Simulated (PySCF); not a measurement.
## In⁺ (indium, charge +1) across methods

[Kr] 4d10 5s2, closed-shell 1S. Calculation: PySCF 2.14, in x2c-QZVPPall with one added diffuse shell each of s, p, d, f type (14s10p8d5f1g, 128 functions); the spin-free X2C one-electron Hamiltonian (Gaussian nucleus).

```json
{"method": "LDA", "E (hartree)": "-5874.97", "mean ε 4p (eV)": "-85.600", "mean ε 4d (eV)": "-26.265", "mean ε 5s (eV)": "-15.295", "Σ⟨r²⟩ (bohr²)": "40.51", "⟨S²⟩": "0.000"}
{"method": "PBE", "E (hartree)": "-5880.38", "mean ε 4p (eV)": "-85.577", "mean ε 4d (eV)": "-26.074", "mean ε 5s (eV)": "-14.918", "Σ⟨r²⟩ (bohr²)": "40.65", "⟨S²⟩": "0.000"}
{"method": "M06-2X", "E (hartree)": "-5881.31", "mean ε 4p (eV)": "-94.888", "mean ε 4d (eV)": "-31.128", "mean ε 5s (eV)": "-16.233", "Σ⟨r²⟩ (bohr²)": "41.19", "⟨S²⟩": "0.000"}
{"method": "UHF", "E (hartree)": "-5878.12623", "mean ε 4p (eV)": "-104.76", "mean ε 4d (eV)": "-34.907", "mean ε 5s (eV)": "-17.293", "Σ⟨r²⟩ (bohr²)": "41.34", "⟨S²⟩": "0.000"}
{"method": "r2SCAN", "E (hartree)": "-5880.79", "mean ε 4p (eV)": "-87.920", "mean ε 4d (eV)": "-26.707", "mean ε 5s (eV)": "-15.108", "Σ⟨r²⟩ (bohr²)": "40.56", "⟨S²⟩": "0.000"}
{"method": "HSE06", "E (hartree)": "-5880.39", "mean ε 4p (eV)": "-90.246", "mean ε 4d (eV)": "-28.112", "mean ε 5s (eV)": "-15.401", "Σ⟨r²⟩ (bohr²)": "40.64", "⟨S²⟩": "0.000"}
{"method": "wB97M-V", "E (hartree)": "-5880.39", "mean ε 4p (eV)": "-93.134", "mean ε 4d (eV)": "-31.058", "mean ε 5s (eV)": "-17.880", "Σ⟨r²⟩ (bohr²)": "40.81", "⟨S²⟩": "0.000"}
{"method": "PBE0", "E (hartree)": "-5880.45", "mean ε 4p (eV)": "-90.666", "mean ε 4d (eV)": "-28.546", "mean ε 5s (eV)": "-15.730", "Σ⟨r²⟩ (bohr²)": "40.65", "⟨S²⟩": "0.000"}
```
